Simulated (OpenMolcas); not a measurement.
W5+ among 4 point charges of -2.5 e arranged as a tetrahedron (Td), 1.75 Å from the ion.
```
   1.0104    1.0104    1.0104  -2.50
   1.0104   -1.0104   -1.0104  -2.50
  -1.0104    1.0104   -1.0104  -2.50
  -1.0104   -1.0104    1.0104  -2.50
```

* Program: OpenMolcas
* Method: CASSCF
* Basis: ANO-RCC-VTZP [8s7p5d3f2g1h]
* Scalar Hamiltonian: DKH2, point nucleus
* Active space: 1 electron in 5 orbitals (5d)
* State averaging: 2S+1 = 2 even, 5 roots
* Spin-orbit coupling: state interaction with AMFI integrals over the reference wave functions

Problem. What is the spin-free ground state (labels of Td)?

Solution. 2E, 2-fold in its orbital part, 100 % from free-ion D terms; it has the highest spin that d1 allows.

Problem. Where is the first state of the same spin?

Solution. 2T2 at 7500 cm-1 above the ground state.

Problem. What are the lowest two levels with spin-orbit coupling?

Solution. A 4-fold level Γ8, then a 4-fold level 10096 cm-1 above it. Their leading multiplicities are 2 (100 %) and 2 (100 %).

Problem. What is χT at 300 K, and how does it compare with the textbook value?

Solution. The lowest level has 2S+1 = 2, for which the spin-only value is χT = S(S+1) / 2 = 0.375 cm3 K/mol (g = 2). The computed 0.170 at 300 K differs by -0.205, through orbital momentum, spin-orbit coupling and any other state in reach.

Problem. Which ligand-field parameters describe the states?

Solution. The gap between the two states is 10Dq = -7505 cm-1 (negative for this site). 

An orbital doublet at a regular site is open to a Jahn-Teller distortion, which this geometry leaves out. This is an electrostatic model: the charges have no orbitals. No measured value stands beside these numbers.
